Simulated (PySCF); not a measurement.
The same groups moved round the core (phenanthrene mercapto). Isolated molecules, 0 K electronic values unless said otherwise. One relaxed conformer stands for each flexible species; it need not be the lowest. Strings in code marks are SMILES.

The HOMO from two functionals at the same geometries (PBE0-D4/def2-SVP), both in PySCF: PBE-D3(BJ)/def2-SVP and PBE0-D4/def2-SVP. 

| species | PBE-D3(BJ)/def2-SVP (eV) | PBE0-D4/def2-SVP (eV) |
|---|---|---|
| `c1ccc2c(S)cc3c(c2c1)cccc3` (H–S–C–C torsion 128°) | -5.26 | -6.21 |
| `Sc1ccc2c(ccc3ccccc32)c1` (H–S–C–C torsion 0°) | -5.11 | -6.06 |
| `c1cccc2ccc3ccc(S)cc3c12` (H–S–C–C torsion 180°) | -5.03 | -5.95 |
| `Sc1cccc2c1ccc1ccccc12` (H–S–C–C torsion 127°) | -5.28 | -6.23 |

Over these rows, drawn at random from the members with no instability flagged (it was tested for open shells, ions and some series alone), PBE minus PBE0-D4: mean +0.94 eV, from +0.91 eV to +0.96 eV.
